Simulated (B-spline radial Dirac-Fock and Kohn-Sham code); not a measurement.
**Dipole and non-dipole photoemission parameters of Sc²⁺ 3p1/2**

System: the Sc²⁺ ion in the configuration [Ar] 3d1; threshold 55.56 eV (orbital energy of the model). Level of theory: Dirac-Hartree-Slater photoionisation with a Latter tail; cross sections with all multipoles, angular parameters from the dipole term and its interference with E2; an atomic code on a B-spline grid.

Input of the calculation (task.json; shells as n, l, electrons):

```json
{"items": [{
  "Z": 21,
  "q": 2,
  "cfg": [[1, 0, 2], [2, 0, 2], [2, 1, 6], [3, 0, 2], [3, 1, 6], [3, 2, 1]],
  "A": 45,
  "rrms": 3.5459,
  "do": "xps",
  "hv": [54.0, 60, 62.6, 72.8, 78.8, 82.6, 105.0, 108.0, 109.0, 116.0, 127.0, 150, 160.0, 233.0, 323.0, 400, 501.0, 510.0, 960.0, 1000, 1253.6, 1370.0, 1486.9, 2470.0, 3850.0, 4040.0, 6000, 11600.0, 12000]
}]}
```

Run with: `python xray2_run.py task.json out`

```
hν (eV)   σ (kb)      β       γ       δ
   72.8      350  0.037   0.114   0.022
   78.8      377  0.318   0.135   0.012
   82.6      395  0.465   0.133   0.008
    105      422  1.012   0.088  -0.002
    108      420  1.056   0.081  -0.003
    109      419  1.070   0.078  -0.003
    116      410  1.155   0.060  -0.003
    127      394  1.259   0.037  -0.003
    150      346  1.401   0.005  -0.002
    160      325  1.443  -0.005  -0.002
    233      195  1.587  -0.019   0.001
    323      111  1.625   0.016   0.004
    400     73.0  1.625   0.057   0.006
    501     45.4  1.607   0.114   0.008
    510     43.7  1.605   0.119   0.008
    960     9.64  1.472   0.339   0.018
   1000     8.68  1.461   0.355   0.019
 1253.6     4.79  1.390   0.447   0.026
   1370        ?      ?       ?       ?
 1486.9     3.01  1.331   0.519   0.033
   2470    0.693  1.129   0.739   0.062
   3850    0.174  0.932   0.922   0.104
   4040    0.149  0.910   0.941   0.109
   6000   0.0405  0.736   1.085   0.164
  11600  0.00411  0.477   1.319   0.292
  12000  0.00364  0.465   1.331   0.300
```

**Question.** Give the values at 1370 eV.

**Answer.** σ = 3.77 kb, β = 1.360, γ = 0.484, δ = 0.029.
